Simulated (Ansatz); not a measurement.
BH₄InOZn (`[BH2][InH][O][ZnH]`). Total charge 0; spin multiplicity 1. In takes the def2 core potential. The structure was optimised at the PBE0-D4/def2-TZVP level. It is one conformer, not always the lowest.

```xyz
8

B     0.596   -2.041   -1.085
In   -0.224    0.024   -0.796
O     0.004    0.655    1.073
Zn   -0.366    2.089    2.022
H     1.735   -2.222   -1.401
H    -0.083   -3.011   -0.917
H    -1.003    1.207   -1.786
H    -0.659    3.298    2.890
```

What is the dipole moment at B3LYP/def2-TZVPP? (Estimate.)

Computed: 1.32 D, with components (-0.02, -0.66, -1.14) D in this frame, pointing from negative to positive charge.

And with PBE, r2SCAN, ωB97M-V? (An estimate is asked.)

Ansatz gave: PBE 1.22 D, r2SCAN 1.29 D, ωB97M-V 1.35 D.

Give the Mulliken charges with B3LYP, PBE, r2SCAN in def2-TZVPP. (An estimate is asked.)

Ansatz gave: 
```tsv
atom	B3LYP	PBE	r2SCAN
B1	-0.18	-0.19	-0.11
In2	0.59	0.57	0.60
O3	-0.62	-0.53	-0.64
Zn4	0.34	0.25	0.37
H5	0.06	0.04	0.02
H6	0.06	0.04	0.02
H7	-0.15	-0.13	-0.14
H8	-0.10	-0.07	-0.11
```

B3LYP here is the variant with VWN-RPA as its local correlation; programs differ in this.
